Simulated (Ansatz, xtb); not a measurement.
# Relative energy of two structures of CH3InSe

Structure a is a singlet given by its coordinates and structure b is `C[Se][In]`, a singlet. Both are isolated molecules in the gas phase, relaxed with PBE0-D3(BJ)/def2-SVP.

a (Å):

```xyz
6

C    -2.5212   -2.2266    1.4031
In   -2.3189   -0.3975    2.4805
Se   -2.0973    1.5895    3.6503
H    -1.7747   -2.9464    1.7661
H    -3.5306   -2.6310    1.5598
H    -2.3613   -2.0374    0.3327
```

Close contacts (Å): C1–In2 2.13, In2–Se3 2.32, C1–H4 1.10, C1–H5 1.10, C1–H6 1.10.

b (Å):

```yaml
atoms:
  - { symbol: C, position_ang: [0.2199, 0.4214, 1.1083] }
  - { symbol: In, position_ang: [-0.4263, 0.4651, -2.1448] }
  - { symbol: Se, position_ang: [0.8233, -0.8638, -0.2542] }
  - { symbol: H, position_ang: [-0.4053, 1.2299, 0.6924] }
  - { symbol: H, position_ang: [1.0985, 0.8776, 1.5820] }
  - { symbol: H, position_ang: [-0.3698, -0.1119, 1.8648] }
```

Problem. Estimate which is lower in electronic energy at CCSD(T)/def2-TZVP, and by roughly how much.

Solution. The CCSD(T)/def2-TZVP calculation puts structure b lower, by 4.6 kcal/mol.

How the difference moves with the method:

```tsv
level	geometry	E(b) − E(a) (kcal/mol)	departure from the last row (kcal/mol)	job, with rough time for the two
GFN2-xTB	GFN2-xTB	−22.8	−18.2	optimisation, 0.17 s
HF/STO-3G	GFN2-xTB	+6.5	+11.1	single point, 1.8 s
r2SCAN-D4/def2-SVP	GFN2-xTB	−11.2	−6.6	single point, 4.3 s
PBE0-D3(BJ)/def2-SVP	PBE0-D3(BJ)/def2-SVP	−9.3	−4.7	optimisation, 36 s
HF/def2-TZVP	PBE0-D3(BJ)/def2-SVP	−7.3	−2.7	part of the CCSD(T) run
MP2/def2-TZVP	PBE0-D3(BJ)/def2-SVP	−4.3	+0.2	part of the CCSD(T) run
CCSD(T)/def2-TZVP	PBE0-D3(BJ)/def2-SVP	−4.6		single point, 2.3 min
```

HF/STO-3G puts the two in the other order. The largest departure from CCSD(T)/def2-TZVP is that of GFN2-xTB, 18.2 kcal/mol.

With harmonic frequencies from PBE0-D3(BJ)/def2-SVP (ideal gas, rigid rotor, one conformer each, 298.15 K, 1 atm): the zero-point term adds +0.5 kcal/mol; ΔH is −4.1 and ΔG −4.9 kcal/mol.

The correlated steps freeze 14 core orbitals; the filled d shell of In and Se is correlated, in a basis made for valence electrons. Atoms past krypton carry core potentials in the def2 sets, other sets are all-electron and non-relativistic, and no spin–orbit term is included. Mirror images aren't counted in ΔG. Run with Ansatz 0.2.0, xtb 6.7.1; the last row on 1 thread of Arm Neoverse V2 on a shared host.
